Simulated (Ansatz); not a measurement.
One change: `NBC(N)[SiH3]` becomes `NC[SiH3]`.

Ansatz, PBE0-D4/def2-TZVP geometries, multiplicity 1. Each molecule was computed in one conformer, which needn't be the lowest.

| property | `NBC(N)[SiH3]` |
| --- | --- |
| LUMO energy (PBE/def2-TZVPP) / eV | -0.77 |
| LUMO energy (PBE0/def2-TZVPP) / eV | 0.16 |
| LUMO energy (B3LYP/def2-TZVPP) / eV | -0.06 |
| HOMO energy (PBE/def2-TZVPP) / eV | -5.24 |
| HOMO–LUMO gap (PBE0/def2-TZVPP) / eV | 6.82 |
| LUMO energy (ωB97M-V/def2-TZVPP) / eV | 1.94 |

Q: What does the change do to each property? (Best estimate.)

A: Computed: 
```csv
property,`NC[SiH3]`,shift
LUMO energy (PBE/def2-TZVPP) / eV,-0.20,0.57
LUMO energy (PBE0/def2-TZVPP) / eV,0.62,0.46
LUMO energy (B3LYP/def2-TZVPP) / eV,0.33,0.39
HOMO energy (PBE/def2-TZVPP) / eV,-5.49,-0.25
HOMO–LUMO gap (PBE0/def2-TZVPP) / eV,7.58,0.76
LUMO energy (ωB97M-V/def2-TZVPP) / eV,2.10,0.16
```

With PBE0 the HOMO falls by 0.30 eV and the LUMO rises by 0.46 eV, so the gap widens by about 0.76 eV. PBE moves the HOMO by -0.25 eV and ωB97M-V by -0.33 eV.

B3LYP here is the variant with VWN-RPA as its local correlation; programs differ in this.
